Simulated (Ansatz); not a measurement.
Gas-phase electronic energies from Ansatz, PBE0-D4/def2-TZVP geometries. CBS: MP2 limit from def2 TZ/QZ plus the TZ coupled-cluster correction, frozen cores. This one scheme is used for every species. Elements past krypton have def2 core potentials. For I outer-core shells are correlated without core-valence functions, which leaves a few kJ/mol of doubt a bond. Each species was taken in one conformer, which may not be the lowest.

`C=C(I)NC` + H₂ → `C=CI` + CH₃NH₂  (hydrogenolysis of a C–N bond)

`C=C(I)NC`:

Cartesian coordinates in Å:
```
C 1.356 -0.851 -0.077
C 0.108 -0.827 -0.545
I -0.571 -2.376 -1.788
N -0.831 0.150 -0.361
C -0.560 1.219 0.564
H 1.712 -0.069 0.584
H 2.043 -1.636 -0.351
H -1.788 -0.152 -0.427
H -1.425 1.880 0.602
H 0.298 1.802 0.219
H -0.342 0.859 1.579
```

H₂:

```xyz
2

H     0.218    0.021    0.302
H    -0.218   -0.021   -0.302
```

`C=CI`:

Z-matrix (Å, degrees):
```
C
C 1 1.320
H 1 1.086 2 119.6
H 1 1.083 2 122.8 3 180.0
I 2 2.078 1 123.7 3 180.0
H 2 1.082 1 123.5 3 0.0
```

CH₃NH₂:

```xyz
7

C     0.188   -0.061   -0.533
N    -0.460    0.345    0.703
H     0.860   -0.927   -0.449
H     0.771    0.775   -0.927
H    -0.572   -0.300   -1.280
H     0.227    0.581    1.406
H    -1.014   -0.413    1.080
```

```csv
species,HF/def2-TZVPP energy (Eh)
`C=C(I)NC`,-468.23621
H₂,-1.13290
`C=CI`,-374.14092
CH₃NH₂,-95.25712
```

Problem. Work out ΔE.

Solution. ΔE = (-374.14092) + (-95.25712) − (-468.23621) − (-1.13290) = -0.02893 Eh = -0.79 eV. CCSD(T)/CBS gives -0.45 eV.

Largest T1 diagnostic among the species: 0.010.

In def2-TZVPP, CCSD(T) changes the Hartree–Fock value by +0.33 eV (the triples alone add +0.08 eV) and MP2 by +0.46 eV. From PBE to PBE0 (25 % exact exchange), in def2-TZVPP and without D4, ΔE moves by −0.06 eV. The D4 term adds +0.15 eV with B3LYP and +0.08 eV with PBE0; it sums over pairs of atoms, weighted by their polarisabilities, and B3LYP, whose exchange is more repulsive, gets the larger term.

B3LYP here is the variant with VWN-RPA as its local correlation; programs differ in this.
